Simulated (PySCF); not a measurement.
Species: C3H12NOPSi2.
Z-matrix (Å and degrees, PBE0-D3(BJ)/def2-SVP geometry), rows numbered from 1:
```
C 
C   1  1.3346
P   2  1.8032  1  118.66
C   3  1.8060  2  106.31  1  -127.10
O   3  1.5002  2  113.08  1    -0.33
N   3  1.6923  2  107.25  1   118.75
Si  6  1.7810  3  111.76  2  -119.24
Si  6  1.7545  3  127.28  2    55.92
H   1  1.0955  2  119.78  3     0.89
H   1  1.0943  2  121.97  3  -178.92
H   2  1.0963  1  121.69  3   179.17
H   4  1.0994  3  108.04  2  -178.26
H   4  1.0994  3  108.64  2    63.55
H   4  1.0997  3  111.95  2   -57.22
H   7  1.4868  6  113.10  3    61.82
H   7  1.5004  6  101.99  3   177.77
H   7  1.4869  6  112.84  3   -66.50
H   8  1.4951  6  107.46  3     2.67
H   8  1.4925  6  111.48  3  -116.53
H   8  1.4926  6  111.27  3   121.74
```

Computed with PySCF at PBE0/pcSseg-1, non-relativistic, on one gas-phase PBE0-D3(BJ)/def2-SVP geometry that isn't relaxed in the solvent. The solvent is an IEF-PCM continuum (van der Waals radii × 1.2). Only the electrostatic response of the medium enters.

Gas phase at PBE0/pcSseg-1: HOMO -7.69 eV, LUMO -0.84 eV, dipole 3.41 D.

Task: What does the continuum do to the energy, the frontier levels and the dipole at PBE0/pcSseg-1 in tetrahydrofuran?

Result: 
```
        solvent      ε  E(solvent) − E(gas) (kcal/mol)  polarisation term (kcal/mol)  distortion of the solute (kcal/mol)  HOMO (eV)  LUMO (eV)  dipole (D)
tetrahydrofuran  7.426                           -6.09                         -7.09                                 1.00      -7.65      -0.69        4.53
```

Polarisation term: ½ Σ q·V over the induced surface charges. Distortion: the rise of the solute's own energy as its density leaves the gas-phase optimum.

Task: Which radius a makes the point-dipole formula ΔE = −[(ε − 1)/(2ε + 1)]·μ²/a³ give the value in tetrahydrofuran, with the gas-phase dipole?

Result: μ = 1.342 au and |ΔE| = 0.00971 Eh give a = 2.23 Å; the farthest nucleus lies 3.90 Å from the centroid of the nuclei, so such a sphere wouldn't even hold the nuclei. The formula assumes a rigid point dipole at the centre of a sphere.

Task: Which Hirshfeld charges (PBE0/pcSseg-1) respond most in tetrahydrofuran (means over atoms taken as equivalent)?

Result: 
```csv
atoms,environment,gas (e),solvent (e),change
O5,phosphoryl oxygen,-0.377,-0.413,-0.036
H11,vinylic hydrogen,+0.048,+0.058,+0.010
H10,vinylic hydrogen,+0.058,+0.065,+0.007
H12/H13/H14,methyl hydrogen,+0.056,+0.062,+0.006
H9,vinylic hydrogen,+0.054,+0.049,-0.005
C1,terminal =CH2 carbon,-0.060,-0.063,-0.003
C4,sp3 carbon bound to phosphorus,-0.160,-0.157,+0.003
C2,alkene CH carbon,-0.105,-0.102,+0.003
```

Task: Which Mayer bond orders change most in tetrahydrofuran?

Result: 
```tsv
bond	length (Å)	gas	solvent	change
P3–O5	1.500	1.759	1.702	-0.057
P3–C4	1.806	1.009	1.028	+0.019
C2–P3	1.803	0.906	0.921	+0.015
N6–Si8	1.755	0.855	0.843	-0.012
C1–C2	1.335	1.965	1.955	-0.010
N6–Si7	1.781	0.817	0.827	+0.010
Si7–H16	1.500	0.902	0.912	+0.010
Si8–H18	1.495	0.928	0.937	+0.009
```

Task: How do the nuclear quadrupole coupling constants eQVzz/h respond in tetrahydrofuran?

Result: 
| nucleus | Q (barn) | gas (MHz) | solvent (MHz) | η gas | η solvent |
| --- | --- | --- | --- | --- | --- |
| 17O at O5 | -0.0256 | -5.65 | -5.59 | 0.22 | 0.22 |
| 14N at N6 | 0.02044 | -3.43 | -3.44 | 0.29 | 0.29 |
